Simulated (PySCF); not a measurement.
This PySCF input asks for the NMR shieldings of SMILES C(N(C)[SiH3])B(F)F, C2H8BF2NSi; the geometry comes from GFN2-xTB.

```python
import basis_set_exchange as bse
import numpy as np
from pyscf import gto, dft
from pyscf.prop import nmr

atoms = """
C    -0.913124   -1.558351   -0.526824
N    -0.266200   -0.394879    0.029981
Si   -1.164207    0.883853    0.748389
C     1.029578   -0.138971   -0.580859
B     1.813054    1.035960    0.146643
F     1.918103    2.247184   -0.361280
F     2.482098    0.870144    1.266767
H    -1.846931   -1.737987   -0.001011
H    -1.130292   -1.435270   -1.594773
H    -0.267715   -2.433196   -0.407782
H    -0.182165    1.649110    1.518716
H    -2.149490    0.207747    1.588521
H    -1.849263    1.788658   -0.191771
H     0.906334    0.090779   -1.651144
H     1.615804   -1.066792   -0.522453
"""
names = dict.fromkeys(["C", "N", "Si", "B", "F", "H"], "pcSseg-1")
basis = {el: gto.basis.parse(bse.get_basis(n, elements=[el], fmt="nwchem")) for el, n in names.items()}
mol = gto.M(atom=atoms, basis=basis, charge=0, verbose=0)
mf = dft.RKS(mol, xc="PBE0")
mf.grids.level = 2
mf.grids.alignment = dft.numint.BLKSIZE   # the property module wants whole blocks of grid points
mf.conv_tol = 1e-9
mf.kernel()

calc = nmr.RKS(mf)   # GIAO
C = mf.mo_coeff
Co = C[:, mf.mo_occ > 0]
resp = mf.gen_response(singlet=True, hermi=2)
def vind(x):   # induced exchange potential for any number of trial vectors
    d = np.einsum("pi,xij,qj->xpq", C, 2 * x.reshape(-1, C.shape[1], Co.shape[1]), Co, optimize=True)
    return np.einsum("xpq,pi,qj->xij", resp(d - d.transpose(0, 2, 1)), C, Co, optimize=True).ravel()
mo1, _ = nmr.rhf.solve_mo1(calc, with_cphf=vind)
sigma = calc.kernel(mo1)
for i, s in enumerate(sigma):   # ppm
    w = np.linalg.eigvalsh((s + s.T) / 2)
    print("%2d %-2s iso %8.1f  s11 %8.1f  s22 %8.1f  s33 %8.1f" % (i, mol.atom_pure_symbol(i), w.mean(), *w))
```

Q: What are the results?

A: 
```
 0 C  iso    141.6  s11    118.8  s22    120.4  s33    185.5
 1 N  iso    258.7  s11    226.4  s22    263.2  s33    286.4
 2 Si iso    392.5  s11    342.2  s22    358.6  s33    476.7
 3 C  iso    144.3  s11    125.1  s22    130.4  s33    177.3
 4 B  iso     74.0  s11     53.8  s22     80.9  s33     87.3
 5 F  iso    231.8  s11     55.0  s22    282.2  s33    358.1
 6 F  iso    236.5  s11     60.7  s22    281.8  s33    366.9
 7 H  iso     28.8  s11     24.3  s22     26.9  s33     35.3
 8 H  iso     29.2  s11     25.0  s22     26.9  s33     35.7
 9 H  iso     29.1  s11     24.8  s22     26.8  s33     35.8
10 H  iso     27.1  s11     23.2  s22     27.4  s33     30.7
11 H  iso     27.1  s11     23.6  s22     25.4  s33     32.4
12 H  iso     26.9  s11     23.8  s22     24.4  s33     32.7
13 H  iso     29.2  s11     26.0  s22     27.0  s33     34.5
14 H  iso     29.2  s11     25.9  s22     27.1  s33     34.7
```

These numbers come from an equivalent density-fitted implementation of the same equations, which agrees with the script to about 0.01 ppm for H and up to a few tenths of a ppm for heavy atoms, so last digits may differ.

Size and cost of the density-fitted run: 166 basis functions, of the order of 60 core-seconds.
